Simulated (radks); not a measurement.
Species: the potassium ion K+. Configuration: [Ar]. All-electron calculation, non-relativistic Kohn-Sham, LDA (Slater exchange, Perdew-Wang correlation), spin-unpolarised, spherical densities, point nucleus. Program: a radial shooting solver on a logarithmic mesh with Libxc functionals.

Unscreened Slater integrals over Kohn-Sham orbitals (cm^-1). Empty in this configuration: 4s.

integral,value
"F0(3p,3p)",139250
"F2(3p,3p)",69260
"F0(3p,3s)",146680
"G1(3p,3s)",96727
"F0(3p,2p)",191250
"F2(3p,2p)",33754
"G0(3p,2p)",13278
"G2(3p,2p)",13504
"F0(3p,2s)",188450
"G1(3p,2s)",10134
"F0(3p,4s)",62747
"G1(3p,4s)",4728.7
"F0(3s,3s)",155320
"F0(3s,2p)",207620
"G1(3s,2p)",15942
"F0(3s,2s)",205190
"G0(3s,2s)",12769
"F0(3s,4s)",63422
"G0(3s,4s)",3111.7
"F0(2p,2p)",571070
"F2(2p,2p)",266270
"F0(2p,2s)",532900
"G1(2p,2s)",312160
"F0(2p,4s)",68043
"G1(2p,4s)",1494.5
"F0(2s,2s)",507810
"F0(2s,4s)",67804
"G0(2s,4s)",1173.1
"F0(4s,4s)",48983
